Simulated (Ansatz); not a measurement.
CH7BGeOSi, SMILES `B[SiH]([GeH3])C=O`. Total charge 0; spin multiplicity 1. The structure was optimised at the PBE0-D4/def2-TZVP level. It is one conformer, not always the lowest.

```xyz
12

B    -0.688    1.874    0.174
Si    0.588    0.381    0.423
Ge    0.153   -0.883   -1.577
C     0.082   -0.819    1.842
O     0.856   -1.281    2.637
H    -0.353    2.910   -0.316
H    -1.846    1.715    0.428
H     2.039    0.689    0.508
H     0.217    0.011   -2.825
H    -1.247   -1.512   -1.491
H     1.201   -1.999   -1.705
H    -1.002   -1.086    1.901
```

Problem. What is the dipole moment at ωB97M-V/def2-TZVPP? (Best estimate.)

Solution. Ansatz gave: 2.29 D, with components (-1.19, 1.14, -1.60) D in this frame, pointing from negative to positive charge.

Problem. And with PBE, r2SCAN, B3LYP? (Best estimate.)

Solution. Ansatz gave: PBE 1.94 D, r2SCAN 2.11 D, B3LYP 2.23 D.

Problem. Give the Mulliken charges with ωB97M-V, B3LYP, PBE in def2-TZVPP. (Estimate.)

Solution. Ansatz gave: 
```csv
atom,ωB97M-V,B3LYP,PBE
B1,-0.18,-0.09,-0.08
Si2,0.12,0.14,0.08
Ge3,-0.13,-0.02,0.00
C4,0.03,0.05,0.06
O5,-0.24,-0.24,-0.19
H6,0.10,0.06,0.04
H7,0.11,0.06,0.05
H8,0.00,-0.06,-0.05
H9,0.03,0.01,0.01
H10,0.03,0.01,0.01
H11,0.03,0.01,0.01
H12,0.09,0.07,0.06
```

B3LYP here is the variant with VWN-RPA as its local correlation; programs differ in this.
